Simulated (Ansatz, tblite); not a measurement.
Removing an electron: BaSe₂⁻. Charge -1, multiplicity 2. Geometry: PBE-D4/def2-TZVPD. Ansatz, gas phase; energy differences of separate SCF runs; the oxidised species is a triplet (the singlet lies 0.48 eV higher at PBE0-D4/def2-TZVPD).

Cartesian coordinates in Å:
```
Ba -0.003 0.001 -0.001
Se -1.249 -2.561 0.146
Se 1.252 2.560 -0.146
```

In the def2 sets Ba takes a core potential; there is no spin–orbit coupling. The xTB rows come from tblite. HOMO above LUMO, or a gap near zero within one spin, warns that the state may not be the lowest or that an electron is smeared out. The structure comes from a short search, and lower isomers may exist.

```json
{"level": "GFN2-xTB", "−HOMO (eV)": "–", "vertical IE (eV)": "8.19", "−LUMO (eV)": "–", "HOMO–LUMO gap (eV)": "–"}
{"level": "r2SCAN-D4/def2-TZVPD", "−HOMO (eV)": "0.81", "vertical IE (eV)": "2.91", "−LUMO (eV)": "-0.04", "HOMO–LUMO gap (eV)": "0.85"}
{"level": "PBE0-D4/def2-TZVPD", "−HOMO (eV)": "1.57", "vertical IE (eV)": "2.87", "−LUMO (eV)": "-0.49", "HOMO–LUMO gap (eV)": "2.06"}
```

Problem. Estimate the rows for GFN1-xTB, PBE-D4/def2-TZVPD.

Solution. 
```json
{"level": "GFN1-xTB", "−HOMO (eV)": "–", "vertical IE (eV)": "7.06", "−LUMO (eV)": "–", "HOMO–LUMO gap (eV)": "–", "remarks": "–"}
{"level": "PBE-D4/def2-TZVPD", "−HOMO (eV)": "0.64", "vertical IE (eV)": "2.80", "−LUMO (eV)": "0.05", "HOMO–LUMO gap (eV)": "0.60", "remarks": "gap within one spin near zero (triplet)"}
```

  HOMO and LUMO are the levels of the spin that leaves or enters (xTB has no such levels and no spin-polarisation term). Other spin states of the ions may lie lower, which would lower the ionisation energy or raise the affinity. Raw xTB energy differences between charge states are shifted by several eV; the methods need an empirical correction for them.
